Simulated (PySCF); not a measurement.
# Potential energy of LiSe⁺ along the bond

Set-up: basis Li aug-pcseg-1, Se aug-pcseg-1; no relativity; PySCF 2.14. Energies in eV from Li⁺ + Se in their ground configurations at the same level. State: ³Σ⁻ (triplet), unpaired electrons π ↑↑.

All columns are PBE0. A positive dipole points towards Se; it is taken about the centre of mass and depends on that origin.

| R (Å) | E (eV) | μ (D) | Mulliken charge on Li (basis-dependent) | HOMO (eV) | LUMO (eV) | Mayer bond order | ⟨S²⟩ |
| --- | --- | --- | --- | --- | --- | --- | --- |
| 2.252 | -0.671 | -7.43 | 0.86 | -13.62 | -10.28 | 0.27 | 2.00 |
| 2.356 | -0.808 | -7.83 | 0.89 | -13.46 | -10.12 | 0.21 | 2.00 |
| 2.461 | -0.883 | -8.25 | 0.91 | -13.29 | -9.96 | 0.17 | 2.00 |
| 2.539 | -0.910 | -8.58 | 0.92 | -13.15 | -9.85 | 0.15 | 2.00 |
| 2.618 | -0.917 | -8.92 | 0.93 | -13.02 | -9.74 | 0.14 | 2.00 |
| 2.696 | -0.910 | -9.26 | 0.93 | -12.88 | -9.64 | 0.13 | 2.00 |
| 2.801 | -0.883 | -9.74 | 0.94 | -12.70 | -9.50 | 0.13 | 2.00 |
| 2.932 | -0.834 | -10.35 | 0.94 | -12.48 | -9.33 | 0.12 | 2.00 |
| 3.089 | -0.761 | -11.11 | 0.94 | -12.22 | -9.14 | 0.12 | 2.00 |
| 3.299 | -0.657 | -12.16 | 0.94 | -11.88 | -8.89 | 0.12 | 2.00 |

A fit through these points gives, at Re = 2.614 Å, μ = -8.90 D and dμ/dR = -4.35 D/Å; the reduced mass is 6.45 u.

Problem. How strong is the fundamental in the double-harmonic approximation, I = 42.26·(dμ/dR)²/μred km/mol?

Solution. I = 42.26·(-4.35)²/6.45 = 124 km/mol at PBE0.

Spin–orbit coupling is left out. For an ion De counts to the pair picked by the measured ionisation energies or electron affinities, which need not be the lowest pair at this level. The state was picked by a PBE0 search and need not be the measured ground state.
